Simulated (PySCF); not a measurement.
# Te: excitation energy

Te [Kr] 4d10 5s2 5p4 (3P) → Te [Kr] 4d10 5s1 5p5 (3P), as a difference of total energies. All numbers are calculated (PySCF 2.14, the spin-free X2C one-electron Hamiltonian (Gaussian nucleus), in x2c-TZVPPall (8s6p4d2f, 60 functions)). Correlated levels: valence: [Kr] 4d10 frozen. The calculations carry no spin-orbit coupling.

| method | excitation energy (cm⁻¹) |
| --- | --- |
| UHF | 80809 |
| MP2 (valence) | 74498 |
| SCS-MP2 (valence) | 73642 |
| CCSD (valence) | 67997 |
| CCSD(T) (valence) | 65535 |

The upper state lies above the first ionisation limit, where it may autoionise and the basis confines it.

The coupled-cluster amplitudes are large for the upper state (T1 above 0.03 or a double amplitude above 0.15), so a single reference is strained.
